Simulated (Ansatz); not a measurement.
Relaxation of ClH₅O₃Sn (10 atoms, charge 0, multiplicity 1), to a largest force component of 0.03 eV/Å in at most 50 steps.

Theory: Ansatz 0.2.0, RKS PBE-D4/def2-SVP.

```xyz
10
Properties=species:S:1:pos:R:3:forces:R:3
Sn -0.177 -0.130 -0.017 0.07 0.21 0.30
Cl -0.358 -0.286 2.375 -0.01 -0.01 -0.19
O 1.775 0.003 -0.487 0.00 -0.03 0.02
H 2.163 -0.895 -0.522 0.00 0.04 -0.01
O -1.094 1.469 -0.763 0.03 0.03 -0.02
H -2.046 1.269 -0.871 0.01 -0.02 0.02
H -0.842 -1.607 -0.632 0.01 -0.03 0.00
O 1.575 2.159 1.256 -0.36 -0.48 0.35
H 2.079 1.480 0.753 0.04 0.01 0.00
H 1.297 1.656 2.064 0.20 0.30 -0.47
```

Q: Where does it end, and by what steps?

A: It converged. After 10 steps the energy has fallen by 0.258 eV; O8 moved furthest, 0.49 Å. Joined: Sn1–O8 (3.15 → 2.40 Å).

```tsv
step	energy less start (eV)	largest force component (eV/Å)	accepted
0	0.0000	0.481	yes
1	-0.0388	1.281	yes
2	-0.1491	1.330	yes
3	-0.1777	0.818	yes
4	-0.1834	0.600	yes
5	-0.2175	0.360	yes
6	-0.2431	0.289	yes
7	-0.2553	0.233	yes
8	-0.2568	0.137	yes
9	-0.2581	0.043	yes
10	-0.2582	0.017	yes
```

```xyz
10
Properties=species:S:1:pos:R:3
Sn -0.051 0.058 0.162
Cl -0.313 -0.306 2.531
O 1.898 -0.064 -0.401
H 2.111 -0.942 -0.770
O -1.102 1.589 -0.581
H -1.863 1.205 -1.061
H -0.752 -1.400 -0.503
O 1.222 1.890 1.058
H 2.043 1.452 0.716
H 1.178 1.633 2.005
```

Whether the end is a true minimum wasn't checked by a vibrational analysis.

Time of the run: 15 s on 4 threads of Arm Neoverse V1 (shared host), peak memory 0.17 GiB.
